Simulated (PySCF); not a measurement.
C₃H₆OSi.
Cartesian coordinates in Å at the GFN2-xTB level; atoms count from 1:
```xyz
11
C3H6OSi angstrom
C      2.7420    0.0239   -0.1384
C      1.6457   -0.4650   -0.2086
Si    -0.0639   -1.1844   -0.3204
O     -1.1929   -0.0333   -0.5083
C     -1.5071    1.0505    0.3074
H      3.7049    0.4454   -0.0787
H     -0.2584   -1.9479    0.9198
H     -0.2702   -1.9170   -1.5599
H     -1.8632    0.7133    1.2847
H     -0.6353    1.6928    0.4578
H     -2.2962    1.6244   -0.1813
```

The calculation used TDDFT wB97X-D/def2-SVPD, vertical, gas phase, core orbitals frozen in the response (PySCF 2.14.0, density-fitted response routines).

```tsv
state	E (eV)	λ (nm)	f	|μ| (D)	main configurations (H = HOMO, L = LUMO)
S1	6.00	206.6	0.0005	0.15	H→L (62%), H-1→L (15%)
S2	6.39	193.9	0.0025	0.32	H→L+1 (27%), H-2→L (26%), H-1→L (22%)
S3	6.56	189.0	0.0005	0.14	H-2→L+1 (52%), H-1→L+1 (34%)
S4	7.06	175.6	0.0026	0.31	H-1→L (36%), H-2→L (35%), H→L (22%)
S5	7.68	161.4	0.017	0.77	H-3→L (76%)
S6	8.04	154.2	0.022	0.85	H-1→L+1 (32%), H-2→L+1 (31%), H→L+1 (28%)
S7	8.18	151.6	0.014	0.67	H→L+2 (71%)
S8	8.35	148.4	0.091	1.70	H-1→L+2 (55%), H-2→L+2 (19%)
```

Triplets (Tamm–Dancoff): T1 5.14 eV, H-2→L (30%), H→L+1 (20%), H-1→L (19%); T2 5.58 eV, H→L (49%), H-1→L (15%), H-2→L+1 (10%); T3 5.68 eV, H→L+1 (40%), H-2→L (16%), H-1→L+1 (13%).

The lowest singlet lies at 6.00 eV (207 nm, ultraviolet) and is very weak; its leading configuration is HOMO→LUMO (62%). The strongest level in the table is S8 at 8.35 eV (148 nm, f = 0.091). It is the last of those listed, so stronger ones may follow. Löwdin shares by element: HOMO carbon 52% or more, oxygen 15%, silicon 11% (atoms not listed hold the other 22%); LUMO carbon 47% or more, silicon 25%, oxygen 6% (atoms not listed hold the other 22%). Weighted by f, the mean energy of these states is 8.15 eV. Orbital energies (eV): HOMO-3 -10.96, HOMO-2 -10.45, HOMO-1 -10.28, HOMO -10.12, LUMO 1.31, LUMO+1 1.96, LUMO+2 2.21. Of the 8 states listed, 4 reach f = 0.01 and none stays under 0.0005. The window holds the lowest 8 singlets.

One conformer stands for the species.
